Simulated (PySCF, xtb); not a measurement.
Al(All)(F)(OH) (C3H6AlFO), SMILES C=C[CH2][Al]([OH])[F]. The values are those of a single conformer.

Harmonic wavenumbers (cm⁻¹) from GFN2-xTB (xtb) at its own minimum, in rising order: 34, 58, 107, 170, 194, 245, 315, 400, 433, 509, 648, 664, 752, 874, 929, 944, 1006, 1016, 1092, 1168, 1293, 1402, 1436, 1691, 2931, 2944, 3038, 3097, 3127, 3783.

Q: What does PBE0-D3(BJ)/def2-SVP (PySCF) give at its own minimum? (The exact figures need the calculation; the answer reports its results.)

A: 34, 69, 144, 192, 237, 252, 352, 421, 566, 577, 669, 714, 842, 913, 936, 943, 999, 1027, 1049, 1191, 1310, 1407, 1433, 1689, 3103, 3155, 3163, 3195, 3267, 3986. Paired by order, the mean absolute difference is 55 cm⁻¹ and the zero-point energies are 51.9 and 54.1 kcal/mol.
